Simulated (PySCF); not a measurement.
CdClBr, SMILES [Cl][Cd][Br]. Atoms are numbered in the order given.

```xyz
3

Cd     0.0000     0.0000    -0.4524
Cl     0.0000     0.0000    -2.7205
Br     0.0000     0.0000     1.9418
```

Coordinates come from a r2SCAN-D4/def2-TZVP optimisation. The def2 effective core potentials stand for the cores of Cd; spin–orbit coupling is left out.

Computed with PySCF with M06-2X/def2-TZVPD.

Mulliken values depend strongly on the basis, most of all with diffuse functions as here. ESP charges are fitted to the potential on shells at 1.4 to 2.0 van der Waals radii. Atomic charges (e):

```
atom  Mulliken  ESP fit
----  --------  -------
Cd1       0.93     0.70
Cl2      -0.50    -0.37
Br3      -0.43    -0.33
```
